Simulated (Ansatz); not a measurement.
## A relaxation, step by step

CH7GaO, closed shell, PBE0-D4/def2-TZVP (Ansatz 0.2.0). Settings:

```yaml
hamiltonian: {xc: pbe0, dispersion: d4}
relax: {f_tol: 0.005, max_steps: 200}
```

Start, a step off a saddle point along its unstable mode:

```
10
angstrom
Ga -0.8501 0.0663 -0.7297
O 1.0203 0.9145 -0.8855
H -0.8625 -1.1749 -1.6983
H -1.9113 1.2130 -0.6555
H 0.9365 0.4835 -0.1233
C 0.0021 -0.3795 1.1164
H 1.6034 0.4737 -1.5188
H 0.8406 -1.0946 1.2766
H -0.8951 -0.9246 1.3631
H 0.1159 0.4223 1.8549
```

| step | energy less the last (meV) | largest force component (eV/Å) |
| --- | --- | --- |
| 1 | 1065.8 | 7.124 |
| 2 | 363.7 | 0.907 |
| 3 | 200.7 | 1.804 |
| 4 | 142.6 | 0.930 |
| 5 | 48.2 | 0.702 |
| 6 | 39.9 | 0.723 |
| 7 | 13.2 | 0.206 |
| 8 | 6.9 | 0.106 |
| 9 | 6.8 | 0.211 |
| 10 | 2.9 | 0.241 |
| 11 | 0.1 | 0.026 |
| 12 | 0.0 | 0.021 |
| 13 | 0.0 | 0.022 |
| 14 | 0.0 | 0.004 |

Step 6, positions (Å) and forces (eV/Å):

```
atom       x       y       z      Fx      Fy      Fz
 Ga1  -0.886  -0.043  -0.528   0.061   0.304  -0.723
  O2   1.043   0.970  -1.030  -0.053   0.051   0.056
  H3  -0.729  -1.025  -1.779  -0.034  -0.094   0.226
  H4  -1.856   1.177  -0.800  -0.013  -0.089   0.193
  H5   1.571   0.803  -0.241   0.099   0.007  -0.103
  C6  -0.231  -0.521   1.261  -0.148  -0.076   0.253
  H7   1.459   0.502  -1.761   0.005  -0.009   0.064
  H8   0.654  -1.163   1.213  -0.058   0.015   0.067
  H9  -1.012  -1.066   1.801   0.087  -0.076   0.032
 H10  -0.013   0.367   1.864   0.055  -0.032  -0.064
```

Step 9, positions (Å) and forces (eV/Å):

```tsv
atom	x	y	z	Fx	Fy	Fz
Ga1	-0.831	-0.022	-0.538	0.138	-0.211	0.025
O2	1.062	1.020	-0.998	0.018	-0.013	-0.154
H3	-0.647	-1.144	-1.654	-0.010	0.081	-0.007
H4	-1.813	1.164	-0.836	-0.051	0.059	0.038
H5	1.754	0.714	-0.403	-0.014	-0.025	0.020
C6	-0.285	-0.539	1.300	-0.036	0.022	0.006
H7	1.334	0.766	-1.888	-0.001	0.036	0.079
H8	0.558	-1.236	1.294	-0.023	0.021	-0.032
H9	-1.110	-1.047	1.807	-0.025	-0.019	0.010
H10	-0.021	0.323	1.917	0.004	0.048	0.014
```

Step 12, positions (Å) and forces (eV/Å):

```json
{"atom": "Ga1", "x": "-0.828", "y": "-0.029", "z": "-0.541", "Fx": "0.004", "Fy": "0.007", "Fz": "0.004"}
{"atom": "O2", "x": "1.065", "y": "1.005", "z": "-1.048", "Fx": "-0.021", "Fy": "0.011", "Fz": "0.008"}
{"atom": "H3", "x": "-0.668", "y": "-1.094", "z": "-1.705", "Fx": "0.000", "Fy": "-0.002", "Fz": "0.001"}
{"atom": "H4", "x": "-1.828", "y": "1.168", "z": "-0.755", "Fx": "-0.003", "Fy": "0.001", "Fz": "-0.001"}
{"atom": "H5", "x": "1.719", "y": "0.794", "z": "-0.374", "Fx": "0.007", "Fy": "-0.007", "Fz": "-0.002"}
{"atom": "C6", "x": "-0.281", "y": "-0.540", "z": "1.296", "Fx": "0.001", "Fy": "-0.003", "Fz": "-0.004"}
{"atom": "H7", "x": "1.393", "y": "0.642", "z": "-1.877", "Fx": "0.012", "Fy": "-0.006", "Fz": "-0.005"}
{"atom": "H8", "x": "0.586", "y": "-1.206", "z": "1.303", "Fx": "-0.002", "Fy": "-0.001", "Fz": "0.004"}
{"atom": "H9", "x": "-1.098", "y": "-1.075", "z": "1.788", "Fx": "0.002", "Fy": "-0.004", "Fz": "0.002"}
{"atom": "H10", "x": "-0.059", "y": "0.335", "z": "1.914", "Fx": "-0.001", "Fy": "0.002", "Fz": "-0.007"}
```

Last step (14):

```csv
atom,x (Å),y (Å),z (Å)
Ga1,-0.8286,-0.0284,-0.5420
O2,1.0642,1.0044,-1.0446
H3,-0.6689,-1.0944,-1.7064
H4,-1.8304,1.1676,-0.7559
H5,1.7166,0.7853,-0.3713
C6,-0.2804,-0.5390,1.2945
H7,1.3940,0.6456,-1.8746
H8,0.5874,-1.2042,1.3015
H9,-1.0958,-1.0746,1.7894
H10,-0.0583,0.3376,1.9092
```

Hardware: 4 CPU threads of an Arm Neoverse V1, shared host. Wall time about 27 s.
